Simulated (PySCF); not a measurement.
A structure optimised at B3LYP-D3(BJ)/def2-SVP, used in a PySCF frequency run:

```xyz
11

C     -0.7751    -2.6384     0.0000
C      0.1321    -1.6964     0.0000
C      1.0434    -0.7431     0.0000
C      0.8026     0.7061     0.0000
C     -0.4015     1.2873     0.0000
F     -0.5427     2.6166     0.0000
H     -1.1718    -3.0533     0.9350
H     -1.1718    -3.0533    -0.9350
H      2.0963    -1.0511     0.0000
H      1.6801     1.3584     0.0000
H     -1.3581     0.7560     0.0000
```

Problem. Write its SMILES, formula and point group.

Solution. C=C=C/C=C/F, C₅H₅F, Cs

Problem. What are its rotational constants (standard atomic weights)?

Solution. 10.270, 1.6601, 1.4435 GHz
